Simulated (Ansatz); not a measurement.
`C=CCCC(C)C` + `[F][GaH][F]` → `C=C[CH2][Ga]([F])[F]` + `CC(C)C`  (formal exchange of groups at a C–C bond)

Computed with Ansatz on PBE0-D4/def2-TZVP structures; ΔE is electronic, products minus reactants. CCSD(T)/CBS is the MP2 limit (def2-TZVPP, def2-QZVPP) plus CCSD(T) − MP2 in def2-TZVPP, frozen cores. DFT in def2-TZVPP. B3LYP here is the variant with VWN-RPA as its local correlation; programs differ in this. HSE06 is defined as in plane-wave codes. For Ga outer-core shells are correlated without core-valence functions, which leaves a few kJ/mol of doubt a bond. Scalar relativity is left out up to krypton. Each species was taken in one conformer, which may not be the lowest.

```tsv
level	ΔE (kJ/mol)	difference from CCSD(T)/CBS
LDA (SPW92)	-34.9	4.9
PBE-D4	-40.1	-0.3
revPBE-D4	-36.1	3.7
BLYP-D4	-41.4	-1.6
r2SCAN-D4	-38.7	1.1
PBE0-D4	-37.6	2.2
B3LYP-D4	-39.7	0.1
r2SCANh-D4	-38.1	1.7
r2SCAN0-D4	-37.1	2.7
HSE06-D4	-37.8	2.0
BHLYP-D4	-38.0	1.8
CAM-B3LYP-D4	-36.0	3.8
ωB97X-V	-33.6	6.2
ωB97M-V	-35.2	4.6
B2PLYP	-39.5	0.3
PBE-QIDH	-36.4	3.4
PBE	-42.0	-2.2
revPBE	-44.0	-4.2
BLYP	-44.6	-4.8
r2SCAN	-40.1	-0.3
PBE0	-39.3	0.5
B3LYP	-41.7	-1.9
r2SCANh	-39.5	0.3
HSE06	-39.4	0.4
BHLYP	-37.4	2.4
CAM-B3LYP	-37.6	2.2
RPA@PBE/def2-TZVPP	-33.6	6.2
MP2/def2-SVP	-29.4	10.4
CCSD/def2-SVP	-28.1	11.7
CCSD(T)/def2-SVP	-27.6	12.2
HF/def2-TZVPP	-31.2	8.6
MP2/def2-TZVPP	-36.7	3.1
SCS-MP2/def2-TZVPP	-34.8	5.0
CCSD(T)/def2-TZVPP	-35.8	4.0
HF/def2-QZVPP	-29.2	10.6
MP2/def2-QZVPP	-38.3	1.5
SCS-MP2/def2-QZVPP	-35.9	3.9
HF/CBS(def2)	-29.0	10.8
MP2/CBS(def2)	-40.6	-0.8
CCSD/CBS(def2)	-39.5	0.3
CCSD(T)/CBS	-39.8	0
```

Largest T1 diagnostic among the species: 0.015.

In def2-TZVPP, CCSD(T) changes the Hartree–Fock value by −4.6 kJ/mol (the triples alone add −0.3 kJ/mol) and MP2 by −5.5 kJ/mol. At CCSD(T), def2-SVP lies +12.2 kJ/mol from the extrapolated value and def2-TZVPP +4.0 kJ/mol. From BLYP to BHLYP (50 % exact exchange), in def2-TZVPP and without D4, ΔE moves by +7.2 kJ/mol.

CCSD(T)/CBS has its own doubt, a few kJ/mol and more with outer-core shells, so smaller differences from it don't rank the levels.
